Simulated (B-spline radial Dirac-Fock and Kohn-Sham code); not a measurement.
Atomic SCF run for C²⁺

ΔSCF core binding energies without Breit or QED terms, calculated with a radial B-spline solver. Keys: rel is the Hamiltonian (dirac, or spin-free x2c and nr, where L3 and M5 stand for the whole 2p and 3d shells), method is hf or an exchange,correlation pair (spin-unpolarised, also for the hole states), nuc the nuclear model, radius_factor scales its radius, rmax is the box in bohr, h the logarithmic mesh step, order the B-spline order, points the quadrature points per cell, c_factor scales the speed of light, and damp, ndamp, maxit and tol steer the iteration. The run stops when the commutator error falls below 10·tol·max(1, Z/10), or the numerical noise floor, and the energy has settled to about 1e-8 Ha; the virial ratio is −V/T.

Input (task.json):

```json
{"items": [{"Z": 6, "q": 2, "cfg": [[1, 0, 2], [2, 0, 2]], "A": 12, "rrms": 2.4702, "do": "settings", "holes": ["K", "L3", "M5"],
  "settings": [{"rel": "dirac", "method": "hf", "nuc": "fermi", "radius_factor": 1.0, "rmax": 45.0, "h": 0.12, "order": 8, "points": 10, "c_factor": 1.0, "maxit": 60, "damp": 0.0, "ndamp": 3, "tol": 0.0001}]}]}
```

Command: `python xray2_run.py task.json out`

Ground-state iterations:

```
iter   energy (Ha)        error
   1      -36.07816865  1.44e-01
   2      -36.42324164  7.10e-03
   3      -36.42510690  9.27e-04
   4      -36.42514979  1.62e-04
   5      -36.42515112  2.91e-05
   6      -36.42515117  6.09e-07
```

The ground state converged in 6 iterations, with total energy -36.42515 Ha, virial ratio 1.99909 and highest orbital energy -46.12 eV. ΔSCF binding energies: K (1s) 339.4 eV. Holes are computed only in closed shells, and unreliable hole states are left out.
